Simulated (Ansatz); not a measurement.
Basis-set extrapolation for `CS[Si]Cl` (PBE0-D4/def2-TZVP geometry, frozen core, Ansatz 0.2.0). Multiplicity 1, RHF reference.

```json
{"": "HF", "def2-TZVPP": "-1185.671769", "def2-QZVPP": "-1185.705980"}
{"": "MP2 correlation", "def2-TZVPP": "-0.640871", "def2-QZVPP": "-0.696351"}
{"": "CCSD(T) correlation", "def2-TZVPP": "-0.724868", "def2-QZVPP": "-0.778011"}
```

Energies in hartree. Use E(X) = E(∞) + A·exp(−7.88·√X) for Hartree–Fock and E(X) = E(∞) + B·X^(−2.97) for correlation, with X = 3 and 4.

**Question.** What is the CCSD(T) energy at the basis-set limit?

**Answer.** HF limit: -1185.705980 + (-0.034211) × 0.13774 = -1185.71069. Correlation limit: -0.778011 + (-0.053143) × 0.74074 = -0.81738. Total: -1186.52807 hartree, 3.58 eV below CCSD(T)/def2-TZVPP.
